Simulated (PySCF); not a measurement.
**Bond curve of GeB⁻**

Set-up: Ge def2-TZVPPD, B def2-TZVPPD; no relativity (PySCF 2.14). Energies in eV from Ge⁻ + B in their ground configurations at the same level. State: ³Π (triplet), unpaired electrons σ ↑, π ↑.

| R (Å) | r²SCANh | r²SCAN |
| --- | --- | --- |
| 1.652 | -2.763 | -2.856 |
| 1.729 | -3.289 | -3.387 |
| 1.806 | -3.578 | -3.680 |
| 1.863 | -3.677 | -3.783 |
| 1.921 | -3.700 | -3.810 |
| 1.979 | -3.663 | -3.778 |
| 2.055 | -3.547 | -3.667 |
| 2.151 | -3.329 | -3.456 |
| 2.267 | -3.012 | -3.143 |
| 2.421 | -2.572 | -2.700 |

**Question.** Put a parabola through the three lowest points of the r²SCANh curve and estimate Re, k and ωe (reduced mass 9.582 u; 1 eV/Å² = 0.16022 mdyn/Å; ωe = 1302.8·√(k/μ) cm⁻¹).

**Answer.** Through R = 1.863, 1.921, 1.979 Å the second-order coefficient is 8.92 eV/Å², so Re ≈ 1.914 Å, k ≈ 2.86 mdyn/Å and ωe ≈ 711 cm⁻¹. A polynomial fit of higher order to the unrounded r²SCANh energies gives Re = 1.912 Å, k = 2.96 mdyn/Å, ωe = 724 cm⁻¹; anharmonicity and rounding make the difference.

The higher-order fit for each curve: r²SCANh: Re = 1.912 Å, ωe = 724 cm⁻¹, De = 3.70 eV; r²SCAN: Re = 1.916 Å, ωe = 717 cm⁻¹, De = 3.81 eV.

⟨S²⟩ of the unrestricted solution departs from its pure value on part of the curve, where spin states mix. Spin–orbit coupling is left out. For an ion De counts to the pair picked by the measured ionisation energies or electron affinities, which need not be the lowest pair at this level. The highest Kohn–Sham level is positive in this anion. Much of that is self-interaction error, but it also means that the finite basis helps to hold the extra electron. The state was picked by a PBE0 search and need not be the measured ground state.
